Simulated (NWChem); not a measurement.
System: C2H7Al; SMILES [AlH]([CH3])[CH3]

The following NWChem deck was run.

```
start job
memory heap 200 mb stack 900 mb global 1100 mb
geometry units angstroms noautosym nocenter noautoz
  Al    -0.000001    -0.000058     0.479338
  C     -1.734207     0.115515    -0.448640
  H     -2.388555    -0.719592    -0.160943
  H     -1.651802     0.109646    -1.541530
  H     -2.271551     1.030498    -0.161549
  C      1.734206    -0.115501    -0.448653
  H      2.388392     0.719796    -0.161133
  H      1.651779    -0.109850    -1.541542
  H      2.271740    -1.030318    -0.161392
  H     -0.000001    -0.000140     2.079207
end
basis spherical
  Al library 6-31g*
  C library 6-31g*
  H library 6-31g*
end
dft
  xc hfexch
  iterations 150
  mulliken
end
task dft energy
esp
  recalculate
  probe 0.07
  range 0.3
  factor 1.0
  spacing 0.02
end
task esp
```

NWChem printed, in part:

```
             Northwest Computational Chemistry Package (NWChem) 7.3.0
             --------------------------------------------------------

                             Geometry "geometry" -> ""
                             -------------------------

 Output coordinates in angstroms (scale by  1.889725989 to convert to a.u.)

  No.       Tag          Charge          X              Y              Z
 ---- ---------------- ---------- -------------- -------------- --------------
    1 Al                  13.0000    -0.00000100    -0.00005800     0.47933800
    2 C                    6.0000    -1.73420700     0.11551500    -0.44864000
    3 H                    1.0000    -2.38855500    -0.71959200    -0.16094300
    4 H                    1.0000    -1.65180200     0.10964600    -1.54153000
    5 H                    1.0000    -2.27155100     1.03049800    -0.16154900
    6 C                    6.0000     1.73420600    -0.11550100    -0.44865300
    7 H                    1.0000     2.38839200     0.71979600    -0.16113300
    8 H                    1.0000     1.65177900    -0.10985000    -1.54154200
    9 H                    1.0000     2.27174000    -1.03031800    -0.16139200
   10 H                    1.0000    -0.00000100    -0.00014000     2.07920700

 Effective nuclear repulsion energy (a.u.)      95.6548168243

  xc_inp: hfexch multiplicative factor not found.

                                 NWChem DFT Module
                                 -----------------

 Summary of "ao basis" -> "ao basis" (spherical)
 ------------------------------------------------------------------------------
       Tag                 Description            Shells   Functions and Types
 ---------------- ------------------------------  ------  ---------------------
 Al                          6-31g*                  8       18   4s3p1d
 C                           6-31g*                  6       14   3s2p1d
 H                           6-31g*                  2        2   2s

            General Information
            -------------------
          SCF calculation type: DFT
          Wavefunction type:  closed shell.
          No. of atoms     :    10
          No. of electrons :    32
           Alpha electrons :    16
            Beta electrons :    16
          Charge           :     0
          Spin multiplicity:     1
          Use of symmetry is: off; symmetry adaption is: off
          Maximum number of iterations: 150
          AO basis - number of functions:    60
                     number of shells:    34
          Convergence on energy requested:  1.00D-06
          Convergence on density requested:  1.00D-05
          Convergence on gradient requested:  5.00D-04

              XC Information
              --------------
                     Hartree-Fock (Exact) Exchange  1.000

      Superposition of Atomic Density Guess
      -------------------------------------

 Sum of atomic energies:        -320.66678677

      Non-variational initial energy
      ------------------------------

 Total energy =    -322.030682
 1-e energy   =    -630.404506
 2-e energy   =     212.719008
 HOMO         =      -0.331546
 LUMO         =       0.008619

     ---------------------------------------------
      Total Density - Mulliken Population Analysis
     ---------------------------------------------

    Atom       Charge   Shell Charges
 -----------   ------   -------------------------------------------------------
    1 Al  13    12.13   2.00  2.00  5.97  0.84  0.81  0.23  0.16  0.11
    2 C    6     7.12   2.00  0.73  2.14  0.73  1.50  0.02
    3 H    1     0.74   0.45  0.29
    4 H    1     0.75   0.46  0.29
    5 H    1     0.74   0.45  0.29
    6 C    6     7.12   2.00  0.73  2.14  0.73  1.50  0.02
    7 H    1     0.74   0.45  0.29
    8 H    1     0.75   0.46  0.29
    9 H    1     0.74   0.45  0.29
   10 H    1     1.17   0.48  0.69

   convergence    iter        energy       DeltaE   RMS-Dens  Diis-err
 ---------------- ----- ----------------- --------- --------- ---------
 d= 0,ls=0.0,diis     1   -321.6662376568 -4.17D+02  6.37D-03  2.35D-01
 d= 0,ls=0.0,diis     2   -321.7027956939 -3.66D-02  2.20D-03  2.59D-02
 d= 0,ls=0.0,diis     3   -321.7070688350 -4.27D-03  9.41D-04  2.43D-03
 d= 0,ls=0.0,diis     4   -321.7075771568 -5.08D-04  1.54D-04  1.89D-05
 d= 0,ls=0.0,diis     5   -321.7075839137 -6.76D-06  2.39D-05  4.31D-07
 d= 0,ls=0.0,diis     6   -321.7075840502 -1.37D-07  4.34D-06  1.90D-08

         Total DFT energy =     -321.707584050185
      One electron energy =     -633.749918768987
           Coulomb energy =      247.433279360064
    Exchange-Corr. energy =      -31.045761465596
 Nuclear repulsion energy =       95.654816824335

 Numeric. integr. density =        0.000000000000

                       DFT Final Molecular Orbital Analysis
                       ------------------------------------

 Vector   14  Occ=2.000000D+00  E=-5.243222D-01
              MO Center=  4.9D-06, -4.4D-05,  4.1D-01, r^2= 3.6D+00
   Bfn.  Coefficient  Atom+Function         Bfn.  Coefficient  Atom+Function
  ----- ------------  ---------------      ----- ------------  ---------------
     6      0.408125   1 Al s                21      0.226289   2 C  px
    41     -0.226293   6 C  px                2     -0.213692   1 Al s
    60      0.186736  10 H  s                59      0.160398  10 H  s
    25      0.147418   2 C  px               45     -0.147420   6 C  px
    10      0.097323   1 Al s                33     -0.079391   3 H  s

 Vector   15  Occ=2.000000D+00  E=-4.021075D-01
              MO Center=  1.0D-05, -7.7D-05,  8.8D-01, r^2= 3.4D+00
   Bfn.  Coefficient  Atom+Function         Bfn.  Coefficient  Atom+Function
  ----- ------------  ---------------      ----- ------------  ---------------
    60      0.340020  10 H  s                 9      0.322818   1 Al pz
    59      0.246511  10 H  s                21     -0.165666   2 C  px
    41      0.165672   6 C  px                5     -0.142264   1 Al pz
    23     -0.134372   2 C  pz               43     -0.134375   6 C  pz
    25     -0.119099   2 C  px               45      0.119103   6 C  px

 Vector   16  Occ=2.000000D+00  E=-3.938315D-01
              MO Center= -1.2D-05, -9.6D-06, -2.4D-01, r^2= 3.5D+00
   Bfn.  Coefficient  Atom+Function         Bfn.  Coefficient  Atom+Function
  ----- ------------  ---------------      ----- ------------  ---------------
     7      0.327676   1 Al px               21     -0.307387   2 C  px
    41     -0.307386   6 C  px               25     -0.228994   2 C  px
    45     -0.228993   6 C  px                3     -0.147663   1 Al px
    23     -0.121127   2 C  pz               43      0.121127   6 C  pz
    24     -0.113497   2 C  s                44      0.113496   6 C  s

 Vector   17  Occ=0.000000D+00  E= 6.795318D-02
              MO Center= -6.4D-06, -1.4D-04,  5.6D-01, r^2= 5.3D+00
   Bfn.  Coefficient  Atom+Function         Bfn.  Coefficient  Atom+Function
  ----- ------------  ---------------      ----- ------------  ---------------
    12      0.902992   1 Al py                8      0.268237   1 Al py
    34      0.159453   3 H  s                38     -0.159550   5 H  s
    54     -0.159488   7 H  s                58      0.159515   9 H  s
     4     -0.130216   1 Al py               26     -0.062704   2 C  py
    46     -0.062703   6 C  py               11      0.060132   1 Al px

 Vector   18  Occ=0.000000D+00  E= 1.396630D-01
              MO Center=  9.7D-06,  8.6D-05, -3.0D-01, r^2= 5.9D+00
   Bfn.  Coefficient  Atom+Function         Bfn.  Coefficient  Atom+Function
  ----- ------------  ---------------      ----- ------------  ---------------
    10      1.792438   1 Al s                24     -0.870045   2 C  s
    44     -0.870048   6 C  s                13     -0.526294   1 Al pz
    60     -0.354218  10 H  s                 6     -0.340242   1 Al s
    25     -0.177544   2 C  px               45      0.177539   6 C  px
    34      0.143333   3 H  s                38      0.143408   5 H  s

 Vector   19  Occ=0.000000D+00  E= 1.543375D-01
              MO Center= -4.4D-06, -9.5D-05,  1.1D+00, r^2= 7.3D+00
   Bfn.  Coefficient  Atom+Function         Bfn.  Coefficient  Atom+Function
  ----- ------------  ---------------      ----- ------------  ---------------
    11      1.627584   1 Al px               24      0.700722   2 C  s
    44     -0.700718   6 C  s                12     -0.108402   1 Al py
    34      0.108923   3 H  s                38      0.108861   5 H  s
    54     -0.108904   7 H  s                58     -0.108881   9 H  s
    25      0.107941   2 C  px               27      0.107984   2 C  pz

     ---------------------------------------------
      Total Density - Mulliken Population Analysis
     ---------------------------------------------

    Atom       Charge   Shell Charges
 -----------   ------   -------------------------------------------------------
    1 Al  13    12.18   2.00  2.00  5.98  0.74  1.06  0.14  0.10  0.16
    2 C    6     6.84   2.00  0.63  2.03  0.74  1.40  0.03
    3 H    1     0.83   0.51  0.32
    4 H    1     0.83   0.51  0.31
    5 H    1     0.83   0.51  0.32
    6 C    6     6.84   2.00  0.63  2.03  0.74  1.40  0.03
    7 H    1     0.83   0.51  0.32
    8 H    1     0.83   0.51  0.31
    9 H    1     0.83   0.51  0.32
   10 H    1     1.19   0.48  0.72

     -------------------------------------------
      Total Density - Lowdin Population Analysis
     -------------------------------------------

    Atom       Charge   Shell Charges
 -----------   ------   -------------------------------------------------------
    1 Al  13    12.47   2.00  1.98  5.90  0.56  1.08  0.30  0.41  0.24
    2 C    6     6.64   1.99  0.55  1.86  0.48  1.70  0.05
    3 H    1     0.85   0.48  0.37
    4 H    1     0.86   0.49  0.37
    5 H    1     0.85   0.48  0.37
    6 C    6     6.64   1.99  0.55  1.86  0.48  1.70  0.05
    7 H    1     0.85   0.48  0.37
    8 H    1     0.86   0.49  0.37
    9 H    1     0.85   0.48  0.37
   10 H    1     1.12   0.48  0.64

     Multipole analysis of the density
     ---------------------------------

     L   x y z        total         alpha         beta         nuclear
     -   - - -        -----         -----         ----         -------
     0   0 0 0     -0.000000    -16.000000    -16.000000     32.000000

     1   1 0 0      0.000001      0.000017      0.000017     -0.000032
     1   0 1 0      0.000011      0.000601      0.000601     -0.001191
     1   0 0 1     -0.223073      0.645531      0.645531     -1.514135

     2   2 0 0    -22.993770   -124.479731   -124.479731    225.965693
     2   1 1 0      0.319984      7.319693      7.319693    -14.319402
     2   1 0 1      0.000017      0.000413      0.000413     -0.000810
     2   0 2 0    -18.209707    -15.074950    -15.074950     11.940192
     2   0 1 1      0.000295      0.001444      0.001444     -0.002592
     2   0 0 2    -23.839369    -37.956543    -37.956543     52.073718

                     NWChem Electrostatic Potential Fit Module
                     -----------------------------------------

 Atom parameters

 Number of atoms is                                   10
 Number of basis functions is                         60

 Grid parameters

 Maximum number of grid points is                  43076
 Number of grid points is                          43075
 Grid range                                     0.300000 nm
 Grid spacing                                   0.020000 nm
 Probe radius                                   0.070000 nm
 Atom radius factor                             1.000000

 Atomic radii

    1    0.100000
    6    0.147000
   13    0.195000
 FASTESP  F
  using M.O. file = ./job.movecs

    Atom              Coordinates                           Charge

                                                  ESP

    1 Al   -0.000000   -0.000006    0.047934    0.906212
    2 C    -0.173421    0.011552   -0.044864   -0.541726
    3 H    -0.238856   -0.071959   -0.016094    0.090451
    4 H    -0.165180    0.010965   -0.154153    0.080357
    5 H    -0.227155    0.103050   -0.016155    0.090092
    6 C     0.173421   -0.011550   -0.044865   -0.539688
    7 H     0.238839    0.071980   -0.016113    0.089959
    8 H     0.165178   -0.010985   -0.154154    0.079932
    9 H     0.227174   -0.103032   -0.016139    0.089463
   10 H    -0.000000   -0.000014    0.207921   -0.345052
                                            ------------
                                               -0.000000

 Dipole moment                                  0.194675

 Quadrupole moment Qxx                         -3.232623
                   Qyy                          8.881845
                   Qzz                         -5.649221

 RMS deviation kJ/mol                           0.058147

 RRMS %                                        39.602188
```

Level: Hartree-Fock/6-31G* (spherical d). Structure relaxed at the B3LYP/6-31G* (spherical d) level.
